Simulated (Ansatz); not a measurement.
Species: C$_{5}$H$_{9}$B, SMILES `B/C=C/C=C/C` (charge 0, multiplicity 1), formula C₅H₉B.

Question: How many basis functions does frozen-core CCSD(T)/cc-pVTZ // CAM-B3LYP-D3(BJ)/def2-TZVP in Ansatz (a program for electronic structure) use, how many core orbitals are frozen, and how many electrons are correlated?

Answer: 306 basis functions and 6 frozen orbitals, which leaves 32 correlated electrons. Core time is of the order of minutes.
